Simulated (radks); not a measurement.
Task: Successive ionisation energies (eV) of one element, from differences of total energies of ions in their ground configurations, starting at charge 22: 720.36, 764.39, 799.58, 834.48, 941.40, 981.69, 1701.2, 1785.7, 1871.3, 1958.0, 2045.7, 2160.4, 2252.9, 2346.6, 2441.3, 2536.8, 2847.5, 2932.0, 3015.3, 3126.2, 3213.3, 3299.3. All-electron calculation, scalar-relativistic Kohn-Sham, PBE, spin-polarised, spherical densities, finite nucleus; open shells are filled with parallel spins first (spin-orbit coupling, left out, can overturn this in heavy ions); Fermi nuclear charge, rms radius 4.8378 fm. Program: a radial shooting solver on a logarithmic mesh with Libxc functionals. Which element is it?

Result: Barium (Z = 56). The first species listed is Ba22+ in [Ar] 3d10 4s2 4p4, the last Ba43+ in [Ne] 3s2 3p1.
